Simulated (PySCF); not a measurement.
C₂H₅FOSi₂, SMILES FC1=CO[SiH2][SiH2]1.

Geometry optimised at PBE0-D3(BJ)/def2-SVP. The structure was generated by enumeration, and PubChem lists no compound with its InChIKey, so it may never have been made.

All values below come from PBE0/def2-TZVP (PySCF).

Computed frontier levels, gap, dipole moment and polarisability:
```json
{
 "highest_occupied_level": "-6.72 eV",
 "lowest_empty_level": "-0.63 eV",
 "orbital_gap": "6.09 eV",
 "dipole_moment": "1.58 D",
 "quadrupole, principal values (traceless, Buckingham form, about the centre of nuclear charge)": "-4.52, -0.25, 4.77 D·Å",
 "mean_static_polarisability": "77.7 bohr³ (11.52 Å³)",
 "polarisability_principal_values": "61.2, 80.5, 91.5 bohr³"
}
```
